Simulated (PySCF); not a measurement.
**Calculated NMR parameters of CO[Si](C)(OC)OC**

```yaml
Formula: C4H12O3Si
SMILES: CO[Si](C)(OC)OC
Point_group_of_the_computed_structure: C1
Degrees_of_unsaturation: 0
Carbon_signals: 2
Proton_signals: 2
```

Atom-mapped SMILES (the numbers label the heavy atoms): `[CH3:1][O:2][Si:3]([CH3:4])([O:5][CH3:6])[O:7][CH3:8]`. Hydrogens are named by the atom that carries them.

- structure optimised with GFN2-xTB
- shielding tensors at PBE0/pcSseg-1 (GIAO)
- code: PySCF
- isolated molecule, one computed conformer, fast rotation and ring inversion assumed for equivalent nuclei, non-relativistic Hamiltonian

δ = σ(ref) − σ, references computed at the same level: TMS for 1H and 13C and 29Si; 17O against H2O.

```tsv
carbon	δC, type	δH (multiplicity)	HMBC from (2–3 bonds)	span of the C tensor (ppm)
C1/C6/C8	52.2, CH3	3.77 (s)	–	77
C4	-8.4, CH3	-0.06 (s)	–	5
```

Other nuclei:
```
   atoms  nucleus               environment  δ (ppm)  σ (ppm)
     Si3     29Si  silicon bonded to C, 3 O    -50.2    399.4
O2/O5/O7      17O    oxygen bonded to C, Si     30.2    305.9
```

Carbon types of the structure: 4 × CH3, which accounts for all hydrogens. δC 52.2: methyl carbon bonded to O; pulled downfield by the heteroatom. δC -8.4: methyl carbon bonded to Si; an electropositive neighbour leaves it electron-rich and shielded. δH 3.77: hydrogen on a methyl carbon bonded to O; its carbon carries O, an electronegative neighbour. δH -0.06: hydrogen on a methyl carbon bonded to Si; an electropositive neighbour shields it, as in TMS itself.

Shifts are as computed. Against solution values, carbons near 30 ppm lie about +3 ppm off and those near 130 ppm about +5 ppm. Of 1211 compounds with measured shifts, 218 miss one by over three times the rms of a fit or turn the order of signals round; such compounds aren't used in these exercises. Experimental scales use liquid or dissolved standards, which lie at an offset from isolated H2O (liquid H2O: subtract about 36 ppm). Multiplicities follow the n + 1 count of equivalent neighbours, as no J values were calculated; m marks all less simple cases, F and P coupling included.
